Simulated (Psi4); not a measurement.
C$_{3}$H$_{5}$ (SMILES [CH-]=CC), charge -1, singlet, at a GFN2-xTB geometry (a gas-phase anion, which may not be bound at this level). Base run: B3LYP/6-31G (Psi4).

Psi4 was given this input:
```
memory 2 GB

molecule {
-1 1
C     1.35805982    0.02312035   -0.00323503
C     0.09892564    0.45870450   -0.01716080
H     2.08097321    0.91930036   -0.03769013
H    -0.29397552    1.52858289   -0.05609412
C    -1.06691089   -0.50759766    0.02066702
H    -0.69797393   -1.53441177    0.05804749
H    -1.71318980   -0.34673546    0.89954519
H    -1.71628136   -0.41209920   -0.86543564
}

set {
  basis 6-31g
}

energy('b3lyp')
print_variables()
```

Each row names what was changed in the base input (with any setting that the change needs).

| change | ΔE vs base (µEh) | SCF cycles | grid points | basis functions |
|---|---|---|---|---|
| base | 0.0 | 9 | 171950 | 37 |
| damping_percentage = 20 | -0.4 | 21 | 171950 | 37 |
| dft_radial_points = 99 | 0.0 | 9 | 226023 | 37 |
| e_convergence = 1e-4 | 0.0 | 9 | 171950 | 37 |
| dft_radial_scheme = multiexp | 2.4 | 9 | 180069 | 37 |
| guess = modhuckel | 0.0 | 10 | 171950 | 37 |
| cholesky_tolerance = 1e-6 (with scf_type cd) | 1.4 | 9 | 171950 | 37 |
| dft_nuclear_scheme = becke | 4.4 | 9 | 170846 | 37 |
| scf_type = pk | 0.9 | 9 | 171950 | 37 |
| level_shift = 0.3 | 0.0 | 9 | 171950 | 37 |
| puream = true | -34.2 | 9 | 171950 | 37 |
| dft_pruning_scheme = treutler | 7.7 | 9 | 94844 | 37 |
| diis_max_vecs = 3 | 0.0 | 13 | 171950 | 37 |

A gas-phase anion may not be bound at this level; its values then depend on the basis.
